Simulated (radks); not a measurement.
Neutral molybdenum inside a hard spherical wall (all orbitals vanish at R), configuration held at [Kr] 4d5 5s1 and not refilled when levels cross. All-electron calculation, scalar-relativistic Kohn-Sham, PBE, spin-polarised, spherical densities, finite nucleus; open shells are filled with parallel spins first (spin-orbit coupling, left out, can overturn this in heavy ions); Fermi nuclear charge, rms radius 4.4091 fm. Program: a radial shooting solver on a logarithmic mesh with Libxc functionals. Eigenvalues in eV for spin up, with the zero of energy where the potential of the charges vanishes at infinity; a dash marks a level that is unbound or too diffuse for the functional's potential to be trusted. A positive occupied level is held by the wall or, in an anion where self-interaction has pushed it up, behind a barrier. The pressure on the wall is -dE/dV.

R (bohr) = free: E (hartree) -4048.73208; kinetic (hartree) 4174.471; e(4s) -64.798; e(4p) -39.088; e(5s) -4.613; e(4d) -4.571; e(5p, empty) -1.300; e(6s, empty) -; pressure (GPa) 0
R (bohr) = 20: E (hartree) -4048.73208; kinetic (hartree) 4174.471; e(4s) -64.798; e(4p) -39.088; e(5s) -4.613; e(4d) -4.571; e(5p, empty) -1.300; e(6s, empty) -; pressure (GPa) < 0.0001
R (bohr) = 15: E (hartree) -4048.73208; kinetic (hartree) 4174.471; e(4s) -64.798; e(4p) -39.088; e(5s) -4.613; e(4d) -4.570; e(5p, empty) -1.293; e(6s, empty) 0.250; pressure (GPa) < 0.0001
R (bohr) = 12: E (hartree) -4048.73202; kinetic (hartree) 4174.472; e(4s) -64.792; e(4p) -39.082; e(5s) -4.608; e(4d) -4.565; e(5p, empty) -1.249; e(6s, empty) 0.844; pressure (GPa) 0.00101
R (bohr) = 5: E (hartree) -4048.59455; kinetic (hartree) 4175.148; e(4s) -61.804; e(4p) -36.184; e(5s) -1.008; e(4d) -1.923; e(5p, empty) 4.816; e(6s, empty) 25.213; pressure (GPa) 15.4
R (bohr) = 3.5: E (hartree) -4047.78234; kinetic (hartree) 4178.262; e(4s) -54.327; e(4p) -29.086; e(5s) 13.150; e(4d) 5.616; e(5p, empty) 23.552; e(6s, empty) 77.541; pressure (GPa) 260
R (bohr) = 2: E (hartree) -4035.19487; kinetic (hartree) 4221.601; e(4s) -12.508; e(4p) 15.291; e(5s) 146.89; e(4d) 60.730; e(5p, empty) 172.34; e(6s, empty) 397.90; pressure (GPa) 17700
